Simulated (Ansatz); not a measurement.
Start from `FC1=NBS1` and change one element to get `FC1=NB[Se]1`.

Ansatz, PBE0-D4/def2-TZVP geometries, multiplicity 1. 

Scalar relativity is left out up to krypton.

| property | `FC1=NBS1` |
| --- | --- |
| HOMO energy (PBE/def2-TZVPP) / eV | -6.61 |
| size of the dipole moment (PBE/def2-TZVPP) / D | 1.22 |
| ideal-gas entropy at 298 K and 1 bar (rigid rotor, harmonic PBE0-D4/def2-TZVP) / J/(mol·K) | 298 |
| HOMO–LUMO gap (PBE/def2-TZVPP) / eV | 3.24 |
| size of the dipole moment (B3LYP/def2-TZVPP) / D | 1.42 |
| LUMO energy (ωB97M-V/def2-TZVPP) / eV | -0.20 |

What does the change do to each property? (Best estimate.)

Ansatz gave: 
```
                                                                                  property  `FC1=NB[Se]1`  shift
                                                         HOMO energy (PBE/def2-TZVPP) / eV          -6.28   0.33
                                            size of the dipole moment (PBE/def2-TZVPP) / D           1.21  -0.01
ideal-gas entropy at 298 K and 1 bar (rigid rotor, harmonic PBE0-D4/def2-TZVP) / J/(mol·K)            310     12
                                                       HOMO–LUMO gap (PBE/def2-TZVPP) / eV           2.90  -0.34
                                          size of the dipole moment (B3LYP/def2-TZVPP) / D           1.42   0.00
                                                     LUMO energy (ωB97M-V/def2-TZVPP) / eV          -0.23  -0.03
```

Dipoles are sizes alone; their direction can turn.

B3LYP here is the variant with VWN-RPA as its local correlation; programs differ in this.

Spin–orbit coupling is left out; it splits and shifts lone-pair levels of the heavy atoms by tenths of an eV.
